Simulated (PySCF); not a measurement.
Ir: electron affinity

Ir⁻ [Xe] 4f14 5d8 6s2 (3F) → Ir [Xe] 4f14 5d7 6s2 (4F), as a difference of total energies. Computed with PySCF 2.14 in aug-cc-pwCVDZ-PP with ECP60MDF (6s6p5d3f, 70 functions), with a scalar-relativistic core potential. Correlated levels: valence: 5s2 5p6 frozen; valence and next inner shell: nothing frozen outside the core potential. The calculations carry no spin-orbit coupling.

| method | electron affinity (eV) |
| --- | --- |
| UHF | 0.012 |
| LDA | 2.223 |
| PBE | 1.987 |
| PBE0 | 1.697 |
| r2SCAN | 1.780 |
| r2SCANh | 1.700 |
| BHandHLYP | 1.347 |
| BLYP | 1.901 |
| wB97X | 1.502 |
| MP2 (valence) | 1.463 |
| SCS-MP2 (valence) | 1.457 |
| MP2 (valence and next inner shell) | 1.353 |
| SCS-MP2 (valence and next inner shell) | 1.262 |

How much does correlation contribute at MP2 (valence and next inner shell)?

1.353 − (0.012) = 1.341 eV, measured against UHF.

The reference lies between the lowest fine-structure levels, while these numbers refer to the centres of the terms.

Errors of the correlated levels include the incompleteness of this basis and the frozen core.

In the anion the highest occupied orbital energy is positive at LDA, PBE, PBE0, r2SCAN, r2SCANh, BLYP, a self-interaction effect; the basis confines that electron, and the energy difference can still be sensible.

For comparison: 1.564 eV (measured; photodetachment measurements, as compiled on the Wikipedia data page of electron affinities).
